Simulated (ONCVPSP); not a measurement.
**Transferability test, ONCV potential for B (Z = 5)**

- Element: boron
- Generator: ONCVPSP 4.0.1
- Type: optimised norm-conserving Vanderbilt (ONCV)
- Functional: PBE
- Relativity: scalar-relativistic
- Frozen core: [He]
- Valence charge: 3
- Reference configuration: 2s2 2p1
- Partial waves: 2s: rc 1.55 bohr, ncon 4, nbas 9, qcut 4.7 1/bohr, 1 projector; 2p: rc 2.90 bohr, ncon 5, nbas 9, qcut 6 1/bohr, 2 projectors, debl 1.6 Ha; d scattering state at 0.37 Ha: rc 2.20 bohr, ncon 4, nbas 8, qcut 4.4 1/bohr, 1 projector
- Local potential: polynomial inside 1.10 bohr (lpopt 5, dvloc0 0 Ha)
- Core correction: Teter function, fcfact 5.5, rcfact 1.55

Energies are relative to the spin-unpolarised reference configuration 2s2 2p1; without spin polarisation the order of configurations can differ from experiment.

(1) Give the all-electron excitation energy and the error of the potential for: 2s2 2p0; 2s1 2p0; 2s2 2p0.5; 2s0 2p3.

Results:

(1)

```csv
valence configuration,charge,ΔE all-electron (eV),error AE − PS (meV)
2s2 2p0,+1,8.219,+50
2s1 2p0,+2,33.642,+180
2s2 2p0.5,+0.5,2.887,+7.2
2s0 2p3,0,11.721,-27
```
